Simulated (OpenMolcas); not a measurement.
# N, P, As, Sb, Bi: ns² np³ down the group

```json
{"Program": "OpenMolcas 26.06", "Method": "CASSCF", "Basis": "ANO-R2", "Scalar Hamiltonian": "X2C, finite nucleus", "Spin-orbit coupling": "state interaction with AMFI integrals over the reference wave functions, term energies averaged over their components"}
```

Active space for each ion: 5 electrons in 4 orbitals (s p).

Computed levels in cm-1 above ⁴S°_3/2:

```tsv
Level	N	P	As	Sb	Bi
²D°_3/2	22996	15455	14458	12164	12263
²D°_5/2	22997	15467	14760	13503	16961
²P°_3/2	30287	20932	20883	20448	31860
²P°_1/2	30289	20927	20548	18775	22990
weight of ⁴S° in the lowest level (%)	100	100	100	98	75
```

Mixed levels, with the weight of the term that names them: Bi ⁴S°_3/2 (75 %), Bi ²D°_3/2 (66 %), Bi ²P°_3/2 (66 %).

Measured, with the error of the calculation in %. Measured levels: N, P, As, Sb, Bi from NIST Handbook of Basic Atomic Spectroscopic Data.

```
  Level              N              P             As             Sb            Bi
²D°_3/2  19233 (+19.6)  11361 (+36.0)  10593 (+36.5)   8512 (+42.9)  11419 (+7.4)
²D°_5/2  19224 (+19.6)  11377 (+36.0)  10915 (+35.2)   9854 (+37.0)  15438 (+9.9)
²P°_3/2   28839 (+5.0)  18748 (+11.6)  18648 (+12.0)  18464 (+10.7)  33165 (-3.9)
²P°_1/2   28839 (+5.0)  18723 (+11.8)  18186 (+13.0)  16395 (+14.5)  21661 (+6.1)
```

Without spin-orbit coupling ²D° lies 22997, 15464, 14687, 13077, 12617 cm-1 above ⁴S° in that order; the difference to the level ²D°_3/2, of either sign, comes from spin-orbit coupling, which also lowers the zero.

Without dynamic correlation excited terms often stand tens of per cent too high (terms of higher spin than the ground term too low), and those without a measured partner can miss by more than the paired ones (holds for N; P; As). Measured partners are found by configuration, term and J. A level has none where our copy of the source lacks it or the pairing is in doubt (some pairs that miss far off the trend of their configuration count as doubtful), and it then counts in no deviation. Only configurations of the active space appear.

° marks odd parity.
